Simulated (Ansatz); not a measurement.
Ga₂H₂⁺, relaxed as a doublet with UKS PBE-D4/def2-TZVP in Ansatz, starting from the GFN1-xTB geometry. Force threshold 0.02 eV/Å.

The structure comes from a short search, and lower isomers may exist.

Start:

```xyz
4

Ga   -0.2055   -0.8499   -1.0176
Ga   -0.2735    1.0133    0.7208
H    -0.6455    0.8329    2.3756
H     1.1245   -0.9963   -2.0787
```

| step | energy (eV) | largest force component (eV/Å) | SCF passes |
| --- | --- | --- | --- |
| 1 | -104763.8016 | 1.547 | 28 |
| 2 | -104764.0842 | 0.147 | 32 |
| 3 | -104764.1013 | 0.115 | 27 |
| 4 | -104764.1451 | 0.165 | 31 |
| 5 | -104764.1529 | 0.277 | 30 |
| 6 | -104764.1576 | 0.033 | 27 |
| 7 (rejected) | -104764.1573 | 0.026 | 29 |
| 8 | -104764.1577 | 0.008 | 28 |

Force components are those of the run's own axes.

End:

```
atom   x (Å)   y (Å)   z (Å)
 Ga1   0.122  -0.828  -0.981
 Ga2  -0.125   0.816   0.981
  H3  -0.898   1.058   2.343
  H4   0.901  -1.045  -2.343
```

By distances, no bond broke or formed. The bond that changes most is Ga1–H4, from 1.71 to 1.58 Å (atoms count from 1). The end is the same structure that another start reached, the lowest one found.

No frequencies were taken in this run, so the end may be a saddle point.

Hardware: 4 threads of Arm Neoverse V1 on a shared host. Wall time 9.5 s.
